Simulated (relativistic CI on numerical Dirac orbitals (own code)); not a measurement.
**Hyperfine structure of Tc¹⁵⁺, mass number 99**

Computed by Dirac-Coulomb-Breit CI, KLI orbitals optimised for each configuration, a model potential for QED, unscaled Slater integrals (own radial code, finite nucleus).

Configuration list (outside the closed core [Ne] 3s2): 3p6.3d10, 3p6.3d9.4s, 3p6.3d9.4p, 3p6.3d9.4d, 3p6.3d8.4s2, 3p6.3d9.4f, 3p6.3d8.4s.4p, 3p6.3d9.5s, 3p5.3d10.4s, 3p6.3d8.4p2, 3p6.3d9.5p, 3p6.3d8.4s.4d, 3p5.3d10.4p, 3p6.3d9.5d, 3p6.3d8.4p.4d, 3p6.3d9.5f. Levels of other configurations are missing.

Nuclear spin I = 9/2, μ = 5.678 μN, Q = -0.129 b (tables of Stone and Pyykkö). The electronic factors are computed for point nuclear moments, without core polarisation or the Bohr-Weisskopf and QED corrections.

```csv
Level,E (eV),A (MHz),B (MHz)
3p6.3d9.4s 3D_3,234.656,29200,1140
3p6.3d9.4s 3D_2,235.344,-16260,812
3p6.3d9.4s 3D_1,238.469,-20530,420
3p6.3d9.4s 1D_2,239.115,44810,939
3p6.3d9.4p 3P°_2,265.912,-751,470
3p6.3d9.4p 3F°_3,266.947,11670,801
3p6.3d9.4p 3F°_2,270.193,19140,737
3p6.3d9.4p 3P°_1,270.293,4084,17.1
```

Levels with J = 0, under 50 % of one LS term, or S terms without an open s electron are left out. Small factors come from cancelling terms and can be off by tens of per cent or more.

At this charge energies of transitions that change n are usually good to better than 1 %, and those within a shell (Δn = 0) to a few per cent.

Give the hyperfine levels of 3p6.3d9.4s 3D_3 relative to its centre of gravity.

With K = F(F + 1) − I(I + 1) − J(J + 1), E = AK/2 + B[¾K(K + 1) − I(I + 1)J(J + 1)]/[2I(2I − 1)J(2J − 1)]: F = 3/2: -481300, F = 5/2: -408500, F = 7/2: -306600, F = 9/2: -175400, F = 11/2: -14910, F = 13/2: 175000, F = 15/2: 394500 MHz.

LS names give the leading component of a level, which can be under half, so a name can repeat, a term be missing and a line seem to break the LS rules.
